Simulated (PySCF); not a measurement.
## Structure revision by computed shifts

A compound C₆H₁₁N₃ gives the data below (simulated from a calculation) and was assigned the structure `Cc1cnn(C(C)C)n1`.

¹³C{¹H} NMR (computed): δ 148.4 (C), 141.8 (C), 41.1 (CH3), 23.1 (CH2), 16.5 (CH3), 11.8 (CH3).

¹H NMR (500 MHz, computed): δ 3.81 (s, 3H), 2.58 (q, 2H), 2.25 (s, 3H), 1.08 (t, 3H).

PySCF 2.14.0 with density-fitted response routines calculation with shieldings: GIAO PBE/pcSseg-1 and structure optimised with PBE0-D3(BJ)/def2-SVP; rapidly exchanging positions averaged, no solvent, one computed conformer, non-relativistic Hamiltonian.

Chemical shifts δ = σref − σ; ¹H (σ = 31.20 ppm) and ¹³C (σ = 180.03 ppm) against TMS, all at this level.

**Question.** Compare with the shifts computed for the proposed structure, pairing carbons in order of shift.

**Answer.** Numbering as in the mapped SMILES `[CH3:1][c:2]1[cH:3][n:4][n:5]([CH:6]([CH3:7])[CH3:8])[n:9]1`. Each H is labelled by its parent atom.

```csv
atom,computed for proposal,given list,difference
C2,142.2,148.4,-6.2
C3,134.9,141.8,-6.9
C6,59.6,41.1,+18.5
C7,24.2,23.1,+1.1
C8,24.2,16.5,+7.7
C1,12.3,11.8,+0.5
```

The rms difference is 9.0 ppm and the largest +18.5 ppm at C6 (sp3 CH bonded to N). The proposal also would give 5 carbon signals, not 6. The carbon types in order of shift don't match either: C, CH, CH, CH3, CH3, CH3 for the proposal against C, C, CH3, CH2, CH3, CH3 in the data. The proposal doesn't fit.

**Question.** Which isomer fits?

**Answer.** SMILES n1(C)nc(CC)c(C)n1.

Carbon types of the structure: 2 × C, 1 × CH2, 3 × CH3, which accounts for all hydrogens. δC 148.4, 141.8: substituted aromatic carbon next to a ring nitrogen. δC 41.1: methyl carbon bonded to N; the inductive effect lowers its shielding. δH 2.58: hydrogen on an sp3 CH2 on an aromatic ring; benzylic-type position, deshielded by the ring. δH 2.25: hydrogen on a methyl carbon on an aromatic ring; benzylic-type position, deshielded by the ring.

The data come from this structure; uniqueness wasn't tested.

Shifts are as computed. Against solution values, carbons near 30 ppm lie about +2 ppm off and those near 130 ppm about +2 ppm. Of 1313 compounds with measured shifts, 239 miss one by over three times the rms of a fit or turn the order of signals round; such compounds aren't used in these exercises. Multiplicities follow the n + 1 count of equivalent neighbours, as no J values were calculated; m marks all less simple cases, F and P coupling included.
